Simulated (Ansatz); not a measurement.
Basis sets compared for AsSe₂ (the lowest doublet isomer of a short search). Charge 0, multiplicity 2. Geometry PBE0-D4/def2-TZVP. Ansatz on 4 threads of Arm Neoverse V1 on a shared host; times are rough, and most runs start from earlier orbitals.

```xyz
3

As   -0.128   -0.347   -1.292
Se   -0.430   -0.859    0.973
Se    0.559    1.206    0.320
```

The structure comes from a short search, and lower isomers may exist.

Binding counts from free atoms (As quartet, Se triplet) in the same basis, without a counterpoise term.

```tsv
level	functions	energy (Eh)	HOMO (eV)	LUMO (eV)	binding per atom (eV)	wall time
PBE-D4/def2-SVP	96	-7037.1068	-4.80	-3.73	2.28	1.1 s
PBE-D4/def2-TZVP	144	-7037.9757	-4.90	-3.82	2.32	1.9 s
r2SCAN-D4/def2-TZVP (with forces)	144	-7038.9874	-5.28	-3.60	2.15	6 s
PBE0-D4/def2-SVP	96	-7037.3146	-6.05	-2.97	2.07	1.9 s
PBE0-D4/def2-TZVP	144	-7038.1841	-6.10	-3.01	2.13	4.1 s
```

(1) Estimate the rows for PBE-D4/def2-TZVPD, r2SCAN-D4/def2-TZVPD, PBE0-D4/def2-TZVPD.

Answers

(1) 
```json
{"level": "PBE-D4/def2-TZVPD", "functions": "168", "energy (Eh)": "-7037.9776", "HOMO (eV)": "-4.96", "LUMO (eV)": "-3.89", "binding per atom (eV)": "2.33", "wall time": "3 s"}
{"level": "r2SCAN-D4/def2-TZVPD", "functions": "168", "energy (Eh)": "-7038.9890", "HOMO (eV)": "-5.32", "LUMO (eV)": "-3.64", "binding per atom (eV)": "2.16", "wall time": "7 s"}
{"level": "PBE0-D4/def2-TZVPD", "functions": "168", "energy (Eh)": "-7038.1858", "HOMO (eV)": "-6.14", "LUMO (eV)": "-3.08", "binding per atom (eV)": "2.14", "wall time": "5 s"}
```
